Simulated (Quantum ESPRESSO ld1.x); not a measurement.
Question: The mean radii <r> (bohr) of the occupied orbitals of an atom or ion are listed with their occupations. Method: scalar-relativistic Kohn-Sham, LDA (Slater exchange, VWN5 correlation), spin-polarised, spherical densities, point nucleus; computed with ld1.x of Quantum ESPRESSO 7.5.

| orbital | occ. | <r> |
|---|---|---|
| 1s up | 1 | 0.06102 |
| 1s down | 1 | 0.06101 |
| 2s up | 1 | 0.2802 |
| 2s down | 1 | 0.2799 |
| 2p up | 3 | 0.2476 |
| 2p down | 3 | 0.2472 |
| 3s up | 1 | 0.8213 |
| 3s down | 1 | 0.8236 |
| 3p up | 3 | 0.8503 |
| 3p down | 3 | 0.8538 |
| 3d up | 2 | 0.9018 |

Name the element and its charge. Open shells, if any, are filled with parallel spins first.

Answer: Z = 25, manganese, charge +5: Mn5+ in [Ar] 3d2. The 1s radius gives Z: for a bare nucleus <r> = (2 gamma + 1)/(2Z) with gamma = sqrt(1 - (Z/c)^2), 0.05933 bohr for Z = 25, and screening makes it slightly larger (0.06102 here). The occupations add up to 20, and the charge is Z minus that.
